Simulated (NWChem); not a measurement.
# C6H7, doublet; SMILES [C]1=CC=CCC1

```xyz
13

C     -1.4210    -0.0126     0.0870
C     -0.8763    -1.2236     0.1265
C      0.5764    -1.3113    -0.1091
C      1.3389    -0.2043    -0.0894
C      0.7447     1.1411     0.2314
C     -0.7264     1.2575    -0.2107
H     -1.4575    -2.1348     0.2982
H      1.0202    -2.2947    -0.2904
H      2.4201    -0.2772    -0.2390
H      1.3333     1.9549    -0.2207
H      0.8090     1.2934     1.3272
H     -0.7919     1.4439    -1.3007
H     -1.2036     2.1209     0.2796
```
Atoms are numbered in this order, from 1.

Results from NWChem. Spin-unrestricted. Coordinates come from a PBE0/def2-SVP, spin-unrestricted optimisation. No stability test was run on the SCF state. Level: PBE0/def2-SVP with SMD (1 M gas to 1 M solution), gas-phase geometry. Reactions with the solvent are ignored.

### Question
Predict the results for solvent dimethyl sulfoxide. Quantities: solvation free energy (kcal/mol); cavity-dispersion-structure term (kcal/mol); dipole in solution (D).

### Answer
The solvation free energy (kcal/mol) comes out as -3.4 and the cavity-dispersion-structure term (kcal/mol) is -0.1. The dipole in solution (D) is 1.59.
